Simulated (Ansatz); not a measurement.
The same ligand exchange along the group V, Nb, Ta.

Gas-phase electronic energies from Ansatz, PBE0-D4/def2-TZVP geometries. CCSD(T)/CBS is the MP2 limit (def2-TZVPP, def2-QZVPP) plus CCSD(T) − MP2 in def2-TZVPP, frozen cores. This one scheme is used for every species. DFT in def2-TZVPP. Elements past krypton have def2 core potentials. For Nb, Ta, V outer-core shells are correlated without core-valence functions, which leaves a few kJ/mol of doubt a bond. Scalar relativity is left out up to krypton. Each species was taken in one conformer, which may not be the lowest.

```tsv
reaction	ωB97M-V (eV)	B97M-V (eV)	CCSD(T)/def2-SVP (eV)	CCSD(T)/CBS(def2) (eV)
`[NH2][V](=[O])([Cl])[Cl]` + HCl → `[O]=[V]([Cl])([Cl])[Cl]` + NH₃	-0.31	-0.44	-0.18	-0.29
`[NH2][Nb](=[O])([Cl])[Cl]` + HCl → `[O]=[Nb]([Cl])([Cl])[Cl]` + NH₃	-0.51	-0.61	-0.40	-0.51
`[NH2][Ta](=[O])([Cl])[Cl]` + HCl → `[O]=[Ta]([Cl])([Cl])[Cl]` + NH₃	-0.49	-0.58	-0.39	-0.49
```

Largest T1 diagnostic: 0.032, for `[NH2][V](=[O])([Cl])[Cl]`, so its coupled-cluster energy is less sure.
